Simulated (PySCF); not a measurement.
A PySCF script (with the pyscf-properties extension) for the NMR shieldings of SMILES O=C[Si@@H]1C[SiH2][SiH2][SiH2]1, C$_{2}$H$_{10}$OSi$_{4}$, on a GFN2-xTB geometry:

```python
import basis_set_exchange as bse
import numpy as np
from pyscf import gto, dft
from pyscf.prop import nmr

atoms = """
O     1.245701    0.184333   -1.776861
C     1.991225    0.345161   -0.832097
Si    1.286181    0.240017    0.933826
C     0.347651   -1.422653    0.844483
Si   -0.942615   -1.497881   -0.585035
Si   -1.795414    0.661652   -0.728577
Si   -0.403390    1.844124    0.746568
H     3.049860    0.609222   -1.030848
H     2.431181    0.162224    1.854534
H    -0.167425   -1.590179    1.791496
H     1.047484   -2.250784    0.737759
H    -1.939983   -2.498802   -0.154569
H    -0.324247   -2.071507   -1.779140
H    -1.791083    1.247582   -2.072014
H    -3.211182    0.758420   -0.324362
H    -0.965560    2.155460    2.070842
H     0.134620    3.135640    0.294082
"""
names = dict.fromkeys(["O", "C", "Si", "H"], "pcSseg-1")
basis = {el: gto.basis.parse(bse.get_basis(n, elements=[el], fmt="nwchem")) for el, n in names.items()}
mol = gto.M(atom=atoms, basis=basis, charge=0, verbose=0)
mf = dft.RKS(mol, xc="PBE0")
mf.grids.level = 2
mf.grids.alignment = dft.numint.BLKSIZE   # the property module wants whole blocks of grid points
mf.conv_tol = 1e-9
mf.kernel()

calc = nmr.RKS(mf)   # GIAO
C = mf.mo_coeff
Co = C[:, mf.mo_occ > 0]
resp = mf.gen_response(singlet=True, hermi=2)
def vind(x):   # induced exchange potential for any number of trial vectors
    d = np.einsum("pi,xij,qj->xpq", C, 2 * x.reshape(-1, C.shape[1], Co.shape[1]), Co, optimize=True)
    return np.einsum("xpq,pi,qj->xij", resp(d - d.transpose(0, 2, 1)), C, Co, optimize=True).ravel()
mo1, _ = nmr.rhf.solve_mo1(calc, with_cphf=vind)
sigma = calc.kernel(mo1)
for i, s in enumerate(sigma):   # ppm
    print("%2d %-2s %9.2f" % (i, mol.atom_pure_symbol(i), np.trace(s) / 3))
```

Q: Give the expected output.

A: 
```
 0 O    -569.25
 1 C     -76.84
 2 Si    395.39
 3 C     196.24
 4 Si    420.94
 5 Si    469.78
 6 Si    467.12
 7 H      18.96
 8 H      26.81
 9 H      32.00
10 H      31.37
11 H      27.41
12 H      27.59
13 H      28.00
14 H      28.11
15 H      28.38
16 H      28.37
```

These numbers come from an equivalent density-fitted implementation of the same equations, which agrees with the script to about 0.01 ppm for H and up to a few tenths of a ppm for heavy atoms, so last digits may differ.

Q: Turn these shieldings into chemical shifts. Chemical shifts δ = σref − σ; $^{17}$O (σ = 336.08 ppm) against H2O; $^{13}$C (σ = 186.93 ppm) and $^{29}$Si (σ = 349.16 ppm) and $^{1}$H (σ = 31.72 ppm) against TMS, all at this level.

A: Averaging equivalent atoms: O 0: 905.3; C 1: 263.8; C 3: -9.3; Si 2: -46.2; Si 4: -71.8; Si 6: -118.0; Si 5: -120.6; H 7: 12.75; H 8: 4.91; H 11: 4.30; H 12: 4.13; H 13: 3.72; H 14: 3.61; H 16: 3.34; H 15: 3.34; H 10: 0.35; H 9: -0.28 ppm. Unscaled 17O shifts of doubly bonded oxygen tend to come out too high, by tens of ppm or more. Experimental scales use liquid or dissolved standards, which lie at an offset from isolated H2O (liquid H2O: subtract about 36 ppm).

Size and cost of the density-fitted run: 197 basis functions, 35 s wall time on 1 thread of an Arm Neoverse V1, shared host; peak memory 0.82 GiB.
